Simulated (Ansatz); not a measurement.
`OCOB[SiH3]` + `[SiH3]S` → `[SiH3]BS[SiH3]` + `OCO`  (ligand exchange at a B–O bond)

Gas-phase electronic energies from Ansatz, PBE0-D4/def2-TZVP geometries. CBS: MP2 limit from def2 TZ/QZ plus the TZ coupled-cluster correction, frozen cores. This one scheme is used for every species. Functionals use def2-TZVPP. One conformer a species, not always the lowest.

| level | ΔE (eV) |
| --- | --- |
| ωB97X-V | 0.40 |
| B2PLYP | 0.38 |

**Question.** What does CCSD(T)/CBS give? (Estimate.)

**Answer.** Computed: +0.34 eV. The listed levels differ from it by 0.06, 0.04 eV.

Largest T1 diagnostic among the species: 0.015.

In def2-TZVPP, CCSD(T) changes the Hartree–Fock value by −0.10 eV (the triples alone add −0.02 eV) and MP2 by −0.15 eV.
